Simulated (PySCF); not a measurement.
Gas-phase reaction: InH3 + InHCl2 ⇌ 2 InH2Cl

Energies from PySCF, thermal terms from the rigid-rotor harmonic-oscillator model, ideal gas at 1 bar. † marks an energy on the PBE0/def2-TZVP geometry and frequencies. All species are closed-shell singlets. B3LYP is the form with VWN-RPA correlation. In: scalar-relativistic def2 core potential, no spin-orbit coupling. InH3, InHCl2, InH2Cl: computed as isolated molecules; such fragments, hydroxides, amides, oligomers or adducts are transient or little studied in the gas. The harmonic model lacks anharmonicity and excited electronic states, which grow with temperature; levels with a mode under 35 cm⁻¹ are left out. Soft modes under 120 cm⁻¹ make the harmonic entropy rough for InHCl2.

ΔH° and ΔS° at 298 K: B3LYP/def2-TZVP† -19 kJ, 10 J/K; BLYP/def2-TZVP† -20 kJ, 10 J/K; M06-2X/def2-TZVP† -19 kJ, 10 J/K.

With the heat capacities included, give log10 K (1 bar) at 500, 600, 1000, 1800, 2000 K from B3LYP/def2-TZVP†, BLYP/def2-TZVP†, M06-2X/def2-TZVP†.


```
T (K)  B3LYP/def2-TZVP†  BLYP/def2-TZVP†  M06-2X/def2-TZVP†
-----  ----------------  ---------------  -----------------
500                 2.5              2.6                2.5
600                 2.2              2.2                2.1
1000                1.5              1.5                1.5
1800                1.0              1.0                1.0
2000                1.0              1.0                1.0
```
